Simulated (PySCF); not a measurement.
Geometries of 3 isomers of C7H6N2, from PBE0-D3(BJ)/def2-SVP geometry optimisation, gas phase (PySCF 2.14.0). One conformer each, no zero-point energy, no frequencies.

Problem. Which is lowest in electronic energy at this level?
A.
```xyz
15
angstrom
C     -2.459   -0.900   -0.097
C     -1.094   -0.280   -0.088
C     -0.927    1.096    0.146
C      0.351    1.638    0.147
C      1.439    0.799   -0.084
C      1.172   -0.554   -0.307
C      2.267   -1.461   -0.552
N      3.169   -2.161   -0.745
N     -0.055   -1.080   -0.310
H     -3.096   -0.442   -0.870
H     -2.964   -0.757    0.870
H     -2.372   -1.975   -0.298
H     -1.800    1.728    0.324
H      0.504    2.704    0.327
H      2.465    1.171   -0.094
```
B.
```xyz
15
angstrom
C      2.765   -0.622    0.250
N      1.688   -0.811    0.894
C      0.463   -0.476    0.385
C      0.057    0.699   -0.204
C      0.883    1.823   -0.468
N      1.549    2.748   -0.691
C     -1.383    0.624   -0.468
C     -1.852   -0.567   -0.046
C     -0.738   -1.354    0.561
H      2.791   -0.260   -0.793
H      3.724   -0.832    0.742
H     -1.952    1.425   -0.941
H     -2.879   -0.923   -0.129
H     -0.890   -1.543    1.639
H     -0.598   -2.348    0.099
```
C.
```xyz
15
angstrom
C     -1.888    0.506    0.039
C     -1.760   -0.901    0.011
C     -0.522   -1.520   -0.017
C      0.605   -0.685   -0.015
N      1.941   -0.948   -0.037
N      2.690    0.160   -0.024
C      1.855    1.175    0.006
C      0.499    0.727    0.014
C     -0.773    1.326    0.041
H     -2.886    0.948    0.061
H     -2.664   -1.515    0.010
H     -0.432   -2.608   -0.039
H      2.394   -1.851   -0.059
H      2.236    2.196    0.021
H     -0.877    2.414    0.064
```

Solution. C. That is `c1cc2[nH]ncc2cc1`, 12.3 kcal/mol below the next.

```tsv
SMILES	atoms numbered as above	E (Eh)	relative (kcal/mol)	relative (kJ/mol)	dipole (D)
c1ccc2[nH]ncc2c1	[cH:1]1[cH:2][cH:3][c:4]2[nH:5][n:6][cH:7][c:8]2[cH:9]1	-379.15319	0.0	0.0	1.73
Cc1cccc(C#N)n1	[CH3:1][c:2]1[cH:3][cH:4][cH:5][c:6]([C:7]#[N:8])[n:9]1	-379.13356	12.3	51.5	5.71
C=NC1=C(C#N)C=CC1	[CH2:1]=[N:2][C:3]1=[C:4]([C:5]#[N:6])[CH:7]=[CH:8][CH2:9]1	-379.07590	48.5	202.9	3.97
```

As drawn, the lowest has an aromatic ring, an N–N linkage and an N–H bond, which the highest lacks; the highest has a C≡N group, a C=N bond and a C=C bond outside aromatic rings, which the lowest lacks.
